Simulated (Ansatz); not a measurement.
Program: Ansatz. Geometries: PBE0-D4/def2-TZVP. ΔE: electronic, gas phase. CCSD(T)/CBS is the MP2 limit (def2-TZVPP, def2-QZVPP) plus CCSD(T) − MP2 in def2-TZVPP, frozen cores. Double bonds are as drawn, so ΔE can hold a change between cis and trans. Functionals use def2-TZVPP. def2 core potentials past Kr. For In outer-core shells are correlated without core-valence functions, which leaves a few kJ/mol of doubt a bond. One conformer a species, not always the lowest.

Reaction (cleavage of the Si–Si bond): `O/C=C/[SiH2][SiH3]` + `[OH][In]([SH])[Cl]` → `[SiH3][O][In]([SH])[Cl]` + `O/C=C/[SiH3]`

Problem. Is it downhill or uphill in electronic energy at CCSD(T)/CBS, and by how much? (An estimate is asked.)

Solution. The calculation gave: Downhill: ΔE = -105.9 kJ/mol.

Problem. What do these levels give: PBE-D4, PBE0-D4, ωB97X-V, PBE, CCSD/def2-TZVPP, MP2/def2-QZVPP? (Estimate.)

Solution. Computed: PBE-D4 -74.3, PBE0-D4 -85.4, ωB97X-V -102.3, PBE -74.6, CCSD/def2-TZVPP -110.6, MP2/def2-QZVPP -113.8 kJ/mol.

Largest T1 diagnostic among the species: 0.015.

In def2-TZVPP, CCSD(T) changes the Hartree–Fock value by +28.9 kJ/mol (the triples alone add +3.8 kJ/mol) and MP2 by +22.1 kJ/mol. From PBE to PBE0 (25 % exact exchange), in def2-TZVPP and without D4, ΔE moves by −11.0 kJ/mol.
